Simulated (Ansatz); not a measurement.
`C[B-](C)([NH3+])Cl`, relaxed with RKS PBE0-D4/def2-TZVP in the Gaussian-basis code of Ansatz from a PBE-D4/def2-SVP geometry. The force threshold is 0.005 eV/Å; the program also tests the step.

The species carries charge 0 and has multiplicity 1.

Start:

```xyz
14

C    -1.069    0.535   -1.011
B    -0.018    0.345    0.194
C    -0.399   -0.739    1.322
N     1.411   -0.148   -0.486
Cl    0.511    2.005    0.948
H    -2.031    0.918   -0.613
H    -1.304   -0.422   -1.530
H    -0.736    1.266   -1.781
H    -1.328   -0.427    1.844
H     0.378   -0.855    2.109
H    -0.605   -1.747    0.896
H     1.321   -1.060   -0.959
H     2.139   -0.221    0.240
H     1.731    0.551   -1.174
```

| step | energy (eV) | largest force (eV/Å) | largest move (Å) |
| --- | --- | --- | --- |
| 1 | -16905.0382 | 0.555 | 0.000 |
| 2 | -16905.0811 | 0.144 | 0.020 |
| 3 | -16905.0849 | 0.067 | 0.013 |
| 4 | -16905.0851 | 0.011 | 0.005 |
| 5 | -16905.0852 | 0.005 | 0.003 |

End:

```xyz
14

C    -1.063    0.531   -1.005
B    -0.018    0.334    0.187
C    -0.397   -0.735    1.313
N     1.404   -0.147   -0.483
Cl    0.495    1.989    0.944
H    -2.008    0.916   -0.614
H    -1.297   -0.414   -1.512
H    -0.726    1.245   -1.765
H    -1.304   -0.421    1.835
H     0.378   -0.853    2.079
H    -0.606   -1.726    0.891
H     1.312   -1.046   -0.948
H     2.116   -0.218    0.239
H     1.714    0.545   -1.160
```

Run time 29 s (4 threads of an Intel Xeon Platinum 8259CL on a shared host); peak host memory 0.62 GiB.
